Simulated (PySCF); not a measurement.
Perfluoroethane, C2F6.
SMILES: `FC(F)(C(F)(F)F)F`

Method: wB97X-D/def2-SVPD in PySCF (dipole) on a GFN2-xTB geometry, gas phase.

Masses are those of the commonest isotopes; rigid-rotor values at the optimised geometry. 

Problem. Give the principal moments of inertia and the rotational constants in MHz.

Solution. Ia = 176.34, Ib = 279.16, Ic = 279.17 u·Å²; 505379 MHz·u·Å²/I gives A = 2866, B = 1810, C = 1810 MHz.

Problem. What kind of rotor is it?

Solution. A prolate symmetric top, as the point group D3d requires two equal moments; Ray's κ = -1.000.

The point group D3d allows no dipole (computed: 0.01 D), so a rigid rotor has no electric-dipole lines.

No GFN2-xTB frequencies stand behind this structure, so it isn't proved a minimum. No vibrational averaging or centrifugal distortion is included, and the geometry carries the error of its method.

On one thread of an x86-64 server (shared host), this took 21 s wall. This is the wB97X-D/def2-SVPD job that gave the dipole, with the excitations it also computed.

Shape of the structure used: `[F:1][C:2]([F:3])([F:4])[C:5]([F:6])([F:7])[F:8]`: F1–C2–C5–F6 -60°.
